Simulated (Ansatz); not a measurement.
Question: Name a neutral molecule of B, C, S, Si and H with HOMO–LUMO gap (PBE0/def2-TZVPP) between 6.35 and 6.65 eV and HOMO energy (ωB97M-V/def2-TZVPP) between -9.75 and -9.45 eV (Ansatz, PBE0-D4/def2-TZVP geometry).

Answer: `BC[SiH2]S[SiH3]` (6.37 eV, -9.59 eV). Other molecules can fit too; these were computed, each in one conformer that needn't be the lowest.
